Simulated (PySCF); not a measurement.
# Exercise with solution: oscillator strength and radiative lifetime

Mg(Br)(NH2) (BrH2MgN), SMILES [Mg]([Br])[NH2].

Geometry optimised at PBE0-D3(BJ)/def2-TZVP. Other conformers were not sampled.

PySCF with TDDFT-ωB97X/def2-SVPD puts the first singlet state with f over 0.02 at 4.56 eV (vertical), with the transition dipole (0.700, 0.000, 0.000) in atomic units.

Problem. Find the oscillator strength, the wavelength and the radiative lifetime that this transition would have in vacuum if emission retraced absorption.

Solution. 
|μ|² = 0.4900 au, so |μ| = 1.78 D. ΔE = 4.56/27.211 = 0.1676 hartree. f = (2/3) ΔE |μ|² = 0.055 (the program prints 0.055).
λ = 1239.84/4.56 = 272 nm; ν = 36779 cm⁻¹.
Einstein's coefficient A = 0.6670 ν² f s⁻¹ (ν in cm⁻¹) = 4.9e7 s⁻¹, so τ = 1/A = 20 ns. This state is S1. The figure is the radiative limit of this one transition; relaxation, internal conversion, crossing to triplets and a medium change what is measured.
